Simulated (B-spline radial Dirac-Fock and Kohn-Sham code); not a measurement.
How the settings move the core levels of Cu

ΔSCF core binding energies without Breit or QED terms, calculated with a radial atomic solver. Keys: rel is the Hamiltonian (dirac, or spin-free x2c and nr, where L3 and M5 stand for the whole 2p and 3d shells), method is hf or an exchange,correlation pair (spin-unpolarised, also for the hole states), nuc the nuclear model, radius_factor scales its radius, rmax is the box in bohr, h the logarithmic mesh step, order the B-spline order, points the quadrature points per cell, c_factor scales the speed of light, and damp, ndamp, maxit and tol steer the iteration. The run stops when the commutator error falls below 10·tol·max(1, Z/10), or the numerical noise floor, and the energy has settled to about 1e-8 Ha; the virial ratio is −V/T.

Base input:

```json
{"items": [{"Z": 29, "q": 0, "cfg": [[1, 0, 2], [2, 0, 2], [2, 1, 6], [3, 0, 2], [3, 1, 6], [3, 2, 10], [4, 0, 1]], "A": 63, "rrms": 3.8823, "do": "settings", "holes": ["K", "L3", "M5"],
  "settings": [{"rel": "dirac", "method": "hf", "nuc": "fermi", "radius_factor": 1.0, "rmax": 45.0, "h": 0.3, "order": 8, "points": 10, "c_factor": 1.0, "maxit": 60, "damp": 0.5, "ndamp": 3, "tol": 1e-08}]}]}
```

The ground state converged in 11 iterations, with total energy -1653.45512 Ha, virial ratio 1.98240 and highest orbital energy -6.66 eV. ΔSCF binding energies: K (1s) 9002.2 eV, L3 (2p3/2) 939.7 eV, M5 (3d5/2) 7.40 eV.

Changes from the base run:

| changed setting | Δ total energy (Ha) | Δ K (eV) | Δ L3 (eV) | Δ M5 (eV) | iterations |
| --- | --- | --- | --- | --- | --- |
| damp = 0.2 | 0.00000 | 0.00 | 0.00 | 0.00 | 12 |
| order = 6 | +0.00003 | 0.00 | 0.00 | 0.00 | 11 |
| method = "lda,vwn" | +1.13460 | +0.63 | -1.53 | +4.39 | 13 |
| rmax = 25.0; h = 0.12; tol = 0.0001 | 0.00000 | 0.00 | 0.00 | 0.00 | 9 |
| rel = "x2c" | +0.26320 | -4.57 | +6.58 | +0.11 | 10 |
| rmax = 25.0 | 0.00000 | 0.00 | 0.00 | 0.00 | 11 |
| rel = "x2c"; rmax = 25.0; damp = 0.2 | +0.26320 | -4.57 | +6.58 | +0.11 | 11 |
| method = "pw91,pw91"; nuc = "gauss"; h = 0.18 | -1.84674 | +20.87 | -0.65 | +4.15 | 14 |
| damp = 0.2 | 0.00000 | 0.00 | 0.00 | 0.00 | 12 |
| h = 0.18; c_factor = 1.5; tol = 1e-06 | ? | ? | ? | ? | ? |
| rmax = 60.0 | 0.00000 | 0.00 | 0.00 | 0.00 | 11 |
| tol = 1e-06 | 0.00000 | 0.00 | 0.00 | 0.00 | 9 |
|  | 0.00000 | 0.00 | 0.00 | 0.00 | 11 |
| order = 5 | +0.00026 | 0.00 | 0.00 | 0.00 | 11 |
| radius_factor = 0.8 | -0.00259 | +0.03 | 0.00 | 0.00 | 11 |

Task: What does the change h = 0.18; c_factor = 1.5; tol = 1e-06 do?

Result: The total energy moves by +8.13225 Ha and the binding energies by K -58.51 eV, L3 +1.03 eV, M5 +0.22 eV; the run takes 9 iterations.
